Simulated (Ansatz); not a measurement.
Reaction (formal exchange of groups at the Si–C bond): `F[Si@H]1N[C@@H]1[SiH3]` + `FCOCF` → `FCOC(F)[SiH3]` + `F[SiH]1CN1`

Program: Ansatz. Geometries: PBE0-D4/def2-TZVP. ΔE: electronic, gas phase. CCSD(T)/CBS is the MP2 limit (def2-TZVPP, def2-QZVPP) plus CCSD(T) − MP2 in def2-TZVPP, frozen cores. Functionals use def2-TZVPP. B3LYP here is the variant with VWN-RPA as its local correlation; programs differ in this. Each species was taken in one conformer, which may not be the lowest.

```
             level  ΔE (kJ/mol)  difference from CCSD(T)/CBS
            PBE-D4         32.8                         -2.4
         r2SCAN-D4         34.5                         -0.7
           PBE0-D4         35.1                         -0.1
          B3LYP-D4         31.4                         -3.8
           ωB97X-V         30.6                         -4.6
           ωB97M-V         31.3                         -3.9
            B2PLYP         32.4                         -2.8
               PBE         31.0                         -4.2
            r2SCAN         34.2                         -1.0
              PBE0         33.6                         -1.6
             B3LYP         28.3                         -6.9
     HF/def2-TZVPP         32.8                         -2.4
    MP2/def2-TZVPP         39.3                          4.1
SCS-MP2/def2-TZVPP         36.7                          1.5
   CCSD/def2-TZVPP         34.7                         -0.5
CCSD(T)/def2-TZVPP         35.8                          0.6
     HF/def2-QZVPP         32.8                         -2.4
    MP2/def2-QZVPP         38.9                          3.7
SCS-MP2/def2-QZVPP         36.4                          1.2
      HF/CBS(def2)         32.8                         -2.4
     MP2/CBS(def2)         38.6                          3.4
    CCSD/CBS(def2)         34.1                         -1.1
       CCSD(T)/CBS         35.2                            0
```

Largest T1 diagnostic among the species: 0.013.

The D4 term adds +3.0 kJ/mol with B3LYP and +1.6 kJ/mol with PBE0; it sums over pairs of atoms, weighted by their polarisabilities, and B3LYP, whose exchange is more repulsive, gets the larger term. In def2-TZVPP, CCSD(T) changes the Hartree–Fock value by +3.0 kJ/mol (the triples alone add +1.1 kJ/mol) and MP2 by +6.5 kJ/mol.
